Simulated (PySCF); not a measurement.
# How methods differ on the ionisation energy of Tm⁶⁷⁺

Tm⁶⁷⁺ 1s2 (1S) → Tm⁶⁸⁺ 1s1 (2S), as a difference of total energies. All numbers are calculated (PySCF 2.14, scalar relativity by spin-free X2C-1e, in an uncontracted even-tempered set (17 s from 190 bohr⁻², ratio 2.2; 7 p from 280 bohr⁻², ratio 2.4; 4 d from 850 bohr⁻², ratio 2.4; 3 f from 1300 bohr⁻², ratio 2.4; 3 g from 1900 bohr⁻², ratio 2.4)). Correlated levels: nothing frozen; virtual orbitals above 40 to 60 times the deepest correlated orbital energy dropped. The calculations carry no spin-orbit coupling.

| method | ionisation energy (eV) |
| --- | --- |
| UHF | 68122.1 |
| LDA | 68039.1 |
| PBE | 68124.1 |
| PBE0 | 68123.9 |
| r2SCAN | 68130.4 |
| M06 | 68140.5 |
| BHandHLYP | 68127.9 |
| MP2 (all electrons) | 68123.9 |
| SCS-MP2 (all electrons) | 68124.3 |

For this ion Breit and QED terms and the two-electron picture change, all absent here, outweigh the differences among the correlated methods.

For comparison: 67965.25 ± 0.12 eV (theoretical estimate listed by NIST; NIST Atomic Spectra Database, ionization energies).
